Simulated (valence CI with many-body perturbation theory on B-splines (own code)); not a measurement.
Ce XX: E2, M1 decay

Computed by configuration interaction combined with many-body perturbation theory (CI+MBPT): three valence electrons over a frozen Dirac-Fock core [Kr], a basis of 7 s, 7 p, 8 d, 6 f, 4 g, 1 h functions for each j, with the one-electron correlation potential Σ1, the two-electron term Σ2, the three-electron term Σ3, Breit, model QED; selected CI, second order for the rest, scaled by the run's own slope (own B-spline code, finite nucleus).

No measured levels were compared; by estimate terms of the open shell hold to 2 to 4 % of their energy, and close levels can change places. The list stops below the first excitations out of the core.

Lines 51 to 70 of 70 in falling wavelength, among levels below 76.643 eV, chosen from the decays that carry over 1 % of a level's rate. Wavelengths and rates use the calculated energies, so an error of 2000 cm⁻¹ moves a line at 138.3 nm by 2.8 % and its rate by three times that or more. Electric multipoles are in the length gauge, E1 and E2 with the static RPA response of the core. S is in atomic units (e²a₀⁴ for E2 and M2, e²a₀⁶ for E3), for M1 in squared Bohr magnetons. Weak lines are less certain than strong ones. Lines between different terms over intervals too small for the method are left out, as are lines whose strength nearly cancels. The highest levels of a list are the least certain.

Names give the largest LS component (configuration and term), which can be under half, so a name can repeat, a term be missing and a line seem to break the LS rules; names also repeat where a configuration has a term twice. Letters in brackets count levels of one name in rising energy.

| λ vac (nm) | Upper | Lower | Type | A (s⁻¹) | S (a.u.) |
| --- | --- | --- | --- | --- | --- |
| 138.3 | 4d3 2F_7/2 | 4d3 4F_7/2 | M1 | 9.02e+01 | 7.08e-02 |
| 135.2 | 4d3 2D_5/2 [a] | 4d3 4F_5/2 | M1 | 1.16e+02 | 6.37e-02 |
| 131.4 | 4d3 2D_3/2 [b] | 4d3 2D_3/2 [a] | M1 | 2.74e+02 | 9.20e-02 |
| 129.1 | 4d3 2P_3/2 | 4d3 4P_3/2 | M1 | 9.92e+01 | 3.16e-02 |
| 127.1 | 4d3 2D_3/2 [a] | 4d3 4F_3/2 | M1 | 1.81e+02 | 5.50e-02 |
| 121.4 | 4d3 2D_5/2 [b] | 4d3 2D_3/2 [a] | M1 | 9.52e+02 | 3.79e-01 |
| 120.1 | 4d3 2P_1/2 | 4d3 4F_3/2 | M1 | 2.78e+01 | 3.57e-03 |
| 116.0 | 4d3 2F_7/2 | 4d3 4F_5/2 | M1 | 6.85e+01 | 3.17e-02 |
| 115.6 | 4d3 2D_3/2 [b] | 4d3 4P_5/2 | M1 | 5.72e+01 | 1.31e-02 |
| 111.3 | 4d3 2D_3/2 [b] | 4d3 2G_7/2 | E2 | 2.52e+01 | 1.54e-01 |
| 107.8 | 4d3 2D_5/2 [b] | 4d3 4P_5/2 | M1 | 6.82e+02 | 1.90e-01 |
| 105.2 | 4d3 2D_5/2 [a] | 4d3 4F_3/2 | M1 | 2.22e+01 | 5.76e-03 |
| 104.8 | 4d3 2P_3/2 | 4d3 4F_5/2 | M1 | 3.34e+02 | 5.71e-02 |
| 104.0 | 4d3 2D_5/2 [b] | 4d3 2G_7/2 | M1 | 3.50e+02 | 8.76e-02 |
| 96.81 | 4d3 2F_5/2 | 4d3 4F_3/2 | M1 | 1.27e+02 | 2.57e-02 |
| 91.56 | 4d3 2D_3/2 [b] | 4d3 4P_1/2 | M1 | 7.70e+01 | 8.77e-03 |
| 86.33 | 4d3 2D_3/2 [b] | 4d3 4P_3/2 | M1 | 2.16e+02 | 2.06e-02 |
| 85.89 | 4d3 2P_3/2 | 4d3 4F_3/2 | M1 | 4.48e+01 | 4.21e-03 |
| 79.31 | 4d3 2D_5/2 [b] | 4d3 4F_7/2 | M1 | 1.54e+02 | 1.70e-02 |
| 74.77 | 4d3 2D_3/2 [b] | 4d3 4F_5/2 | M1 | 2.10e+02 | 1.30e-02 |
